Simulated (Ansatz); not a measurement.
```yaml
crystal:
  periodic: [false, false, false]
  atoms:
    - {symbol: O, position_ang: [-0.161784, 0.466473, -1.268363]}
    - {symbol: Si, position_ang: [-0.169538, -0.308687, 0.165146]}
    - {symbol: O, position_ang: [1.328656, -0.281040, 0.778147]}
    - {symbol: F, position_ang: [-1.210617, 0.437415, 1.115612]}
    - {symbol: H, position_ang: [-0.987957, 0.815894, -1.604595]}
    - {symbol: H, position_ang: [-0.589012, -1.714177, 0.089972]}
    - {symbol: H, position_ang: [1.851552, 0.516122, 0.678280]}
basis:
  gaussian: {orbitals: "6-311G**"}
hamiltonian: {xc: {name: B2PLYP}}
accuracy: high
output: {forces: true}
```

```sh
$ ansatz run in.yaml --threads 2 --pin off --events-out ev --progress --plain --max-ram 31744MiB --backend cpu
```

(1) How does Ansatz answer? (Estimate.)

Answers

(1) Computed: The program refused the input.
```
Error: <dir> can't be read: No such file or directory (os error 2)
```
